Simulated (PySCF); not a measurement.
C₉H₁₀, SMILES C=CCc1ccccc1, GFN2-xTB optimised geometry.

```
19

C     -2.97    -2.40    -1.99
C     -1.76    -2.29    -1.47
C     -1.48    -1.92    -0.04
C     -0.71    -0.63     0.00
C     -1.38     0.59    -0.01
C     -0.68     1.78    -0.01
C      0.71     1.77     0.00
C      1.38     0.56     0.00
C      0.68    -0.63     0.00
H     -3.86    -2.25    -1.40
H     -3.13    -2.65    -3.03
H     -0.88    -2.43    -2.09
H     -0.89    -2.72     0.42
H     -2.42    -1.82     0.50
H     -2.46     0.60    -0.02
H     -1.21     2.72    -0.01
H      1.25     2.70     0.00
H      2.46     0.55     0.00
H      1.21    -1.57     0.00
```

Density from B3LYP/def2-SVP run with PySCF at that geometry.

Minimum of the electron density along straight lines between bonded atoms, close to the bond critical point (lines longer than 1.1 times the sum of covalent radii, or with two minima, are not listed):

| bond | length / Å | ρ at the minimum / e bohr⁻³ | ∇²ρ there / e bohr⁻⁵ | position (fraction from the first atom) |
|---|---|---|---|---|
| C1–C2 | 1.319 | 0.350 | -0.96 | 0.50 |
| C2–C3 | 1.500 | 0.256 | -0.61 | 0.51 |
| C3–C4 | 1.506 | 0.254 | -0.60 | 0.49 |
| C4–C5 | 1.389 | 0.313 | -0.80 | 0.50 |
| C5–C6 | 1.383 | 0.315 | -0.82 | 0.50 |
| C6–C7 | 1.385 | 0.314 | -0.82 | 0.50 |
| C7–C8 | 1.384 | 0.314 | -0.82 | 0.50 |
| C4–C9 | 1.389 | 0.312 | -0.80 | 0.50 |
| C8–C9 | 1.384 | 0.315 | -0.82 | 0.50 |
| C1–H10 | 1.078 | 0.282 | -1.07 | 0.63 |
| C1–H11 | 1.077 | 0.283 | -1.08 | 0.63 |
| C2–H12 | 1.082 | 0.283 | -1.07 | 0.63 |
| C3–H13 | 1.093 | 0.275 | -1.00 | 0.62 |
| C3–H14 | 1.091 | 0.278 | -1.01 | 0.62 |
| C5–H15 | 1.081 | 0.283 | -1.07 | 0.63 |
| C6–H16 | 1.080 | 0.284 | -1.08 | 0.63 |
| C7–H17 | 1.080 | 0.284 | -1.07 | 0.63 |
| C8–H18 | 1.080 | 0.284 | -1.08 | 0.63 |
| C9–H19 | 1.081 | 0.283 | -1.06 | 0.63 |
